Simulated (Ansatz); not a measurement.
Basis-set series for CH6SbSi, SMILES `[CH3][Sb][SiH3]` radical. Total charge 0; spin multiplicity 2. Sb: def2 effective core potential. The structure was optimised at the PBE0-D4/def2-TZVP level.

| functional | basis | functions | energy (Eh) | HOMO (eV) | LUMO (eV) |
| --- | --- | --- | --- | --- | --- |
| PBE0-D4 | def2-SVP | 88 | -571.15049 | -5.97 | -2.87 |
| PBE0-D4 | def2-TZVPP | 207 | -571.30639 | -6.00 | -2.91 |
| ωB97M-V | def2-SVP | 88 | -571.20825 | -7.89 | -1.04 |
| ωB97M-V | def2-TZVPP | 207 | -571.36994 | -7.95 | -1.21 |

(1) Give the rows for def2-QZVPP. (An estimate is asked.)

Results:

(1) The calculation gave: 
| functional | basis | functions | energy (Eh) | HOMO (eV) | LUMO (eV) |
| --- | --- | --- | --- | --- | --- |
| PBE0-D4 | def2-QZVPP | 389 | -571.32036 | -6.01 | -2.92 |
| ωB97M-V | def2-QZVPP | 389 | -571.38347 | -7.96 | -1.23 |

HOMO and LUMO are taken over both spins.

Program: Ansatz 0.2.0.
